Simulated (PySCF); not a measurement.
## Excitation energy of Al(2+) by level of theory

Al(2+) [Ne] 3s1 (2S) → Al(2+) [Ne] 3p1 (2P), as a difference of total energies. Calculation: PySCF 2.14, in aug-cc-pV(Q+d)Z (7s6p5d3f2g, 89 functions); the non-relativistic Hamiltonian (point nucleus). The calculations carry no spin-orbit coupling.

```tsv
method	excitation energy (cm⁻¹)
UHF	52638
LDA	50920
PBE	49648
PBE0	50412
r2SCAN	49317
BLYP	50269
revPBE	48860
B97-3	49850
TPSS	48716
```

A first-order spin-orbit estimate (lowest level to lowest level, LS coupling) adds -0.015 eV.
